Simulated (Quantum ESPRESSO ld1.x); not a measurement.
Input (ld1.x (Quantum ESPRESSO 7.5)):

```
 &input
    atom='Bi',
    iswitch=1,
    rel=1,
    lsd=1,
    dft='SLA-VWN',
    config='[Kr]',
    verbosity='high',
    prefix='ld1',
    max_out_wfc=37,
    file_charge='ld1.rho',
 /
```

Command: `OMP_NUM_THREADS=1 ld1.x < ld1.in > ld1.out`

It prints:

```
     Program LD1 v.7.5 starts

     --------------------------- All-electron run ----------------------------

     scalar relativistic calculation

     atomic number is 83.00
     dft =SLA-VWN   lsd =1 sic =0 latt =0  beta=0.20 tr2=1.0E-14
     Exchange-correlation= SLA-VWN
                           (   1   2   0   0   0   0   0)
     mesh =2129 r(mesh) =  99.99892 a.u. xmin = -8.00 dx = 0.00800
     1 Ry =  13.60569312 eV, c = 137.03599908

     n l     nl                  e(Ry)          e(Ha)          e(eV)
     1 0     1S 1( 1.00)   -6835.632130424   -3417.816065212 -93003.5130682
     2 0     2S 1( 1.00)   -1371.916208899    -685.958104449 -18665.8709287
     2 1     2P 1( 3.00)   -1199.203720890    -599.601860445 -16315.9978184
     3 0     3S 1( 1.00)    -457.336948269    -228.668474135  -6222.3861720
     3 1     3P 1( 3.00)    -407.730310209    -203.865155104  -5547.4534776
     4 0     4S 1( 1.00)    -214.114955837    -107.057477919  -2913.1823822
     4 1     4P 1( 3.00)    -195.667782449     -97.833891224  -2662.1958021
     3 2     3D 1( 5.00)    -359.547861605    -179.773930802  -4891.8978680
     1 0     1S 2( 1.00)   -6835.632130424   -3417.816065212 -93003.5130682
     2 0     2S 2( 1.00)   -1371.916208899    -685.958104449 -18665.8709287
     2 1     2P 2( 3.00)   -1199.203720890    -599.601860445 -16315.9978184
     3 0     3S 2( 1.00)    -457.336948269    -228.668474135  -6222.3861720
     3 1     3P 2( 3.00)    -407.730310209    -203.865155104  -5547.4534776
     4 0     4S 2( 1.00)    -214.114955837    -107.057477919  -2913.1823822
     4 1     4P 2( 3.00)    -195.667782449     -97.833891224  -2662.1958021
     3 2     3D 2( 5.00)    -359.547861605    -179.773930802  -4891.8978680

     final scf error:  7.0E-15 reached in  20 iterations

     Etot =  -39958.409140 Ry,  -19979.204570 Ha, -543661.852438 eV
     Total magnetization:    0.00 Bohr mag.

     Ekin =   45740.561810 Ry,   22870.280905 Ha,  622332.047255 eV
     Encl =  -93103.089121 Ry,  -46551.544561 Ha,-1266732.059388 eV
     Eh   =    7978.364874 Ry,    3989.182437 Ha,  108551.184105 eV
     Exc  =    -574.246702 Ry,    -287.123351 Ha,   -7813.024409 eV

     normalization and overlap integrals

     s(1S/1S) =  1.000000  <r> =   0.0158  <r2> =    0.0003  r(max) =   0.0096
     s(1S/2S) = -0.042049
     s(1S/3S) = -0.018682
     s(1S/4S) = -0.010448
     s(2S/2S) =  1.000000  <r> =   0.0664  <r2> =    0.0052  r(max) =   0.0560
     s(2S/3S) = -0.012105
     s(2S/4S) = -0.006419
     s(2P/2P) =  1.000000  <r> =   0.0605  <r2> =    0.0045  r(max) =   0.0469
     s(2P/3P) = -0.009395
     s(2P/4P) = -0.004858
     s(3S/3S) =  1.000000  <r> =   0.1695  <r2> =    0.0328  r(max) =   0.1571
     s(3S/4S) = -0.004761
     s(3P/3P) =  1.000000  <r> =   0.1709  <r2> =    0.0338  r(max) =   0.1571
     s(3P/4P) = -0.004102
     s(4S/4S) =  1.000000  <r> =   0.3402  <r2> =    0.1302  r(max) =   0.3359
     s(4P/4P) =  1.000000  <r> =   0.3521  <r2> =    0.1403  r(max) =   0.3469
     s(3D/3D) =  1.000000  <r> =   0.1542  <r2> =    0.0277  r(max) =   0.1276
     s(1S/1S) =  1.000000  <r> =   0.0158  <r2> =    0.0003  r(max) =   0.0096
     s(1S/2S) = -0.042049
     s(1S/3S) = -0.018682
     s(1S/4S) = -0.010448
     s(2S/2S) =  1.000000  <r> =   0.0664  <r2> =    0.0052  r(max) =   0.0560
     s(2S/3S) = -0.012105
     s(2S/4S) = -0.006419
     s(2P/2P) =  1.000000  <r> =   0.0605  <r2> =    0.0045  r(max) =   0.0469
     s(2P/3P) = -0.009395
     s(2P/4P) = -0.004858
     s(3S/3S) =  1.000000  <r> =   0.1695  <r2> =    0.0328  r(max) =   0.1571
     s(3S/4S) = -0.004761
     s(3P/3P) =  1.000000  <r> =   0.1709  <r2> =    0.0338  r(max) =   0.1571
     s(3P/4P) = -0.004102
     s(4S/4S) =  1.000000  <r> =   0.3402  <r2> =    0.1302  r(max) =   0.3359
     s(4P/4P) =  1.000000  <r> =   0.3521  <r2> =    0.1403  r(max) =   0.3469
     s(3D/3D) =  1.000000  <r> =   0.1542  <r2> =    0.0277  r(max) =   0.1276

     ------------------------ End of All-electron run ------------------------
```

Run on one thread of a shared host, so times are rough (Intel(R) Xeon(R) Processor @ 2.60GHz): 0.69 s of CPU time, 0.73 s wall, 20 iterations on 2129 mesh points.
